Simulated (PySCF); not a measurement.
C₆H₄Cl, SMILES Clc1cc[c]cc1, multiplicity 2. Atoms are numbered in the order given.

```xyz
11

Cl     0.0000     0.0000    -2.1961
C      0.0000     0.0000    -0.4491
C      0.0000    -1.2278     0.2366
C      0.0000    -1.2312     1.6475
C      0.0000     0.0000     2.2800
C      0.0000     1.2312     1.6475
C      0.0000     1.2278     0.2366
H      0.0000    -2.1703    -0.3303
H      0.0000    -2.1843     2.1997
H      0.0000     2.1843     2.1997
H      0.0000     2.1703    -0.3303
```
Charge 0, spin multiplicity 2.

The structure is a stationary point at PBE-D3(BJ)/def2-SVP. The isomer is the one that the SMILES or the coordinates give; other isomers of the formula were not compared.

Calculation: PBE-D3(BJ)/def2-SVP in PySCF.

Frequencies are harmonic and unscaled.

```json
[
 {"mode": "1", "ν (cm⁻¹)": "195", "IR (km/mol)": "0.2", "moving atoms (share of kinetic energy)": "C 78 %, Cl 16 %"},
 {"mode": "2", "ν (cm⁻¹)": "291", "IR (km/mol)": "0.5", "moving atoms (share of kinetic energy)": "C 61 %, Cl 28 %, H 11 %"},
 {"mode": "3", "ν (cm⁻¹)": "391", "IR (km/mol)": "0.0", "moving atoms (share of kinetic energy)": "C 70 %, H 30 %"},
 {"mode": "4", "ν (cm⁻¹)": "412", "IR (km/mol)": "1.7", "moving atoms (share of kinetic energy)": "Cl 56 %, C 42 %"},
 {"mode": "5", "ν (cm⁻¹)": "452", "IR (km/mol)": "16.9", "moving atoms (share of kinetic energy)": "C 74 %, H 25 %"},
 {"mode": "6", "ν (cm⁻¹)": "583", "IR (km/mol)": "0.1", "moving atoms (share of kinetic energy)": "C 93 %"},
 {"mode": "7", "ν (cm⁻¹)": "661", "IR (km/mol)": "0.7", "moving atoms (share of kinetic energy)": "C 79 %, H 21 %"},
 {"mode": "8", "ν (cm⁻¹)": "686", "IR (km/mol)": "27.5", "moving atoms (share of kinetic energy)": "C 83 %, Cl 10 %"},
 {"mode": "9", "ν (cm⁻¹)": "767", "IR (km/mol)": "45.1", "moving atoms (share of kinetic energy)": "H 67 %, C 32 %"},
 {"mode": "10", "ν (cm⁻¹)": "770", "IR (km/mol)": "0.0", "moving atoms (share of kinetic energy)": "H 79 %, C 21 %"},
 {"mode": "11", "ν (cm⁻¹)": "913", "IR (km/mol)": "0.2", "moving atoms (share of kinetic energy)": "H 72 %, C 28 %"},
 {"mode": "12", "ν (cm⁻¹)": "928", "IR (km/mol)": "0.0", "moving atoms (share of kinetic energy)": "H 71 %, C 29 %"},
 {"mode": "13", "ν (cm⁻¹)": "954", "IR (km/mol)": "5.6", "moving atoms (share of kinetic energy)": "C 94 %"},
 {"mode": "14", "ν (cm⁻¹)": "1023", "IR (km/mol)": "5.6", "moving atoms (share of kinetic energy)": "C 51 %, H 49 %"},
 {"mode": "15", "ν (cm⁻¹)": "1061", "IR (km/mol)": "8.5", "moving atoms (share of kinetic energy)": "H 80 %, C 20 %"},
 {"mode": "16", "ν (cm⁻¹)": "1076", "IR (km/mol)": "43.1", "moving atoms (share of kinetic energy)": "C 82 %, H 15 %"},
 {"mode": "17", "ν (cm⁻¹)": "1121", "IR (km/mol)": "0.2", "moving atoms (share of kinetic energy)": "H 90 %, C 10 %"},
 {"mode": "18", "ν (cm⁻¹)": "1231", "IR (km/mol)": "0.5", "moving atoms (share of kinetic energy)": "H 80 %, C 20 %"},
 {"mode": "19", "ν (cm⁻¹)": "1333", "IR (km/mol)": "3.8", "moving atoms (share of kinetic energy)": "C 80 %, H 20 %"},
 {"mode": "20", "ν (cm⁻¹)": "1370", "IR (km/mol)": "0.3", "moving atoms (share of kinetic energy)": "C 96 %"},
 {"mode": "21", "ν (cm⁻¹)": "1422", "IR (km/mol)": "27.4", "moving atoms (share of kinetic energy)": "C 65 %, H 35 %"},
 {"mode": "22", "ν (cm⁻¹)": "1539", "IR (km/mol)": "21.7", "moving atoms (share of kinetic energy)": "C 92 %"},
 {"mode": "23", "ν (cm⁻¹)": "1602", "IR (km/mol)": "0.1", "moving atoms (share of kinetic energy)": "C 96 %"},
 {"mode": "24", "ν (cm⁻¹)": "3113", "IR (km/mol)": "0.7", "moving atoms (share of kinetic energy)": "H 92 %, C 8 %"},
 {"mode": "25", "ν (cm⁻¹)": "3114", "IR (km/mol)": "0.8", "moving atoms (share of kinetic energy)": "H 92 %, C 8 %"},
 {"mode": "26", "ν (cm⁻¹)": "3135", "IR (km/mol)": "1.3", "moving atoms (share of kinetic energy)": "H 91 %, C 9 %"},
 {"mode": "27", "ν (cm⁻¹)": "3136", "IR (km/mol)": "0.1", "moving atoms (share of kinetic energy)": "H 91 %, C 9 %"}
]
```
